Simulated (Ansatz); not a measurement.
System: BeH2, charge 0, multiplicity 1. SMILES: [BeH2]
Geometry: optimised at B3LYP-D3(BJ)/def2-TZVP (Ansatz, an electronic-structure program).

Atomisation energy built up term by term with Ansatz (kcal/mol; UHF references for open shells; valence terms freeze the core; atomic spin-orbit terms are left out; no core correlation term is included; no scalar relativity (X2C) term is included). Basis-set limits of correlation are two-point, X^-3; Hartree-Fock from the larger set.

```json
[
 {"term": "Hartree-Fock", "basis": "def2-QZVPPD", "kcal/mol": "125.43"},
 {"term": "CCSD correlation", "basis": "CBS(def2-TZVPPD,def2-QZVPPD)", "kcal/mol": "?"},
 {"term": "(T)", "basis": "CBS(def2-TZVPPD,def2-QZVPPD)", "kcal/mol": "?"},
 {"term": "sum: De", "basis": "", "kcal/mol": "?"}
]
```

Complete the blanks.


- CCSD correlation, kcal/mol: 21.87
- (T), kcal/mol: 0.44
- sum: De, kcal/mol: 147.7
